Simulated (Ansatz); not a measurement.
```yaml
crystal:
  periodic: [false, false, false]
  atoms:
    - {symbol: O, position_ang: [-1.905633, 0.445690, -0.146566]}
    - {symbol: In, position_ang: [0.008430, -0.009966, -0.006308]}
    - {symbol: O, position_ang: [0.989115, 0.352292, 1.666424]}
    - {symbol: O, position_ang: [0.942763, -0.827666, -1.539095]}
    - {symbol: H, position_ang: [-2.245059, 0.837316, 0.662577]}
    - {symbol: H, position_ang: [1.911103, 0.087557, 1.610307]}
    - {symbol: H, position_ang: [0.360681, -0.953125, -2.293239]}
basis:
  gaussian: {orbitals: def2-mTZVPP}
magnetization: {spin_polarized: true, initial_magnetization: 8}
hamiltonian: {xc: {name: wB97X}}
```

```sh
$ ansatz run in.yaml --threads 2 --pin off --events-out ev --progress --plain --max-ram 32768MiB --backend cpu
```

Output, abridged:

```
Functional definition: wB97X
1025 factors; their error is unknown
310 factors; integrals over basis functions are off by at most 8.4e-6 eV
mean field evaluation 1: about -11335.4505 eV, gradient 1.4e1 eV
mean field evaluation 2: about -11336.4634 eV, gradient 8.0e0 eV
mean field evaluation 4: about -11336.7856 eV, gradient 8.7e-1 eV
mean field evaluation 8: about -11336.8107 eV, gradient 3.5e-1 eV
mean field evaluation 16: about -11338.6062 eV, gradient 6.7e0 eV
mean field evaluation 32: about -11338.7948 eV, gradient 9.9e-1 eV
mean field -11338.99631202 eV, -416.7004286189 hartree, gradient 5.1e-5 eV, S^2 20.013978; 6 other end points of the search recorded, 0 dependent functions left out
reference -11338.99631730 eV, -416.7004288130 hartree; 28, 20 occupied and 95, 103 virtual orbitals, 1025 factors
Total energy: -11338.99631730 eV, -416.7004288130 hartree
```

**Question.** What is wrong with this run?

**Answer.** The spin is set far too high for this molecule. Self-consistency was reached. The result belongs to that input, not to the molecule as meant.
